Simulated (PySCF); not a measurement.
C₄H₁₀OSi, SMILES C/C=C/OC[SiH3].

Geometry: PBE0-D3(BJ)/def2-SVP. The structure was generated by enumeration; whether it is a known compound was not checked. Other conformers were not sampled.

Two levels are set side by side: TDA-PBE/def2-SVPD (PySCF) and TDA-LC-ωPBE/def2-SVPD (PySCF). Vertical, same geometry. The lowest singlet is HOMO→LUMO+1 98 % with PBE and HOMO→LUMO 37 %, HOMO→LUMO+1 25 %, HOMO→LUMO+5 15 %, HOMO→LUMO+7 9 % with the other functional; states are paired by order. Differences are taken from unrounded values.

```
quantity                              TDA-LC-ωPBE
------------------------------------  -----------
lowest singlet excitation (eV)               6.84
lowest triplet excitation (TDA) (eV)         3.90
```

**Question.** What does TDA-PBE give, and how far is it from TDA-LC-ωPBE? (Estimate from the structure and the level; the computed values follow.)

**Answer.** 
| quantity | TDA-PBE | TDA-PBE minus TDA-LC-ωPBE |
|---|---|---|
| lowest singlet excitation (eV) | 4.84 | -2.00 |
| lowest triplet excitation (TDA) (eV) | 4.01 | 0.12 |

Functionals without exact exchange tend to place singlet excitations lower, as here. Differences between two approximate levels are no errors against the true value.

Rough cost on one machine, each run with all the roots and properties that it gave: TDA-LC-ωPBE against TDA-PBE about 4 times.
